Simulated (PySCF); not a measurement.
C4H11InO2, SMILES CC[O][In]([OH])[CH2]C at its GFN2-xTB optimised geometry (Å):

```
18

In    -0.1509     0.0194     0.0000
C     -1.3724    -1.8545     0.2688
C     -0.5301    -2.9382     0.8991
H     -1.7249    -2.1293    -0.7234
H     -2.2162    -1.5577     0.8886
H     -0.1989    -2.6469     1.8956
H      0.3522    -3.1429     0.2943
H     -1.1093    -3.8599     0.9839
O      1.8270     0.0194     0.0000
H      2.2162     0.8921    -0.0374
O     -0.9875     1.8702     0.0000
C     -0.3321     3.0122    -0.4540
C     -0.0480     2.9782    -1.9546
H     -0.9964     3.8599    -0.2296
H      0.6133     3.1807     0.0915
H     -0.9779     2.8341    -2.5009
H      0.4179     3.9077    -2.2755
H      0.6205     2.1407    -2.1792
```

Calculation: PBE0/def2-SVP, def2 effective core potentials past Kr (PySCF 2.14.0). The core electrons that the potentials of In replace are not part of the density.

Map of the Laplacian of the electron density (e/bohr⁵) on the plane z = 1.5 Å:

```
|%%%%%%%%%%%%%%%%%%%%%%%%%%%|
|%%%%%%%%%%%%%%%%%%%%%%%%%%%|
|%%%%%%%%%%%%%%%%%%%%%%%%%%%|
|%%%%%%%%%%%%%%%%%%%%%%%%%%%|
|%%%%%%%%%%%%%%%%%%%%%%%%%%%|
|%%%%%%%%%%%%%%%%%%%%%%%%%%%|
|%%%%%%%%%%%%%%%%%%%%%%%%%%%|
|%%%%%%%%%%%%%%%%%%%%%%%%%%%|
|%%%%%%%%%%%%%%%%%%%%%%%%%%%|
|%%%%%%%%%%%%%%%%%%%%%%%%%%%|
|%%%%%%%%%%%%%%%%%%%%%%%%%%%|
|%%%%%%%%%%%%%%%%%%%%%%%%%%%|
|%%%%%%%%%%%%%%%%%%%%%%%%%%%|
|%%%%%%%%%%%%%%%%%%%%%%%%%%%|
|%%%%%%%%%%%%%%%%%%%%%%%%%%%|
|%%%%%%%%%%%%%%%%%%%%%%%%%%%|
|%%%%%%%%@@@%%%%%%%%%%%%%%%%|
|%%%%%%%%@@@@@@%%%%%%%%%%%%%|
|%%%%%%%%%@@@%@@%%%%%%%%%%%%|
|%%%%%%%%%%@@ +@%%%%%%%%%%%%|
|%%%%%%%%%%@@%@@%%%%%%%%%%%%|
|%%%%%%%%%%@@@@%%%%%%%%%%%%%|
|%%%%%%%%%%@@@%%%%%%%%%%%%%%|
|%%%%%%%%%%%%%%%%%%%%%%%%%%%|
|%%%%%%%%%%%%%%%%%%%%%%%%%%%|
|%%%%%%%%%%%%%%%%%%%%%%%%%%%|
|%%%%%%%%%%%%%%%%%%%%%%%%%%%|
```
Scale: ten equal steps from -0.780 (start of ' ') to 0.139 (end of '@'), in the order ' .:-=+*#%@'; x runs from -6.00 to 6.00, y from -6.00 (bottom) to 6.00 (top).
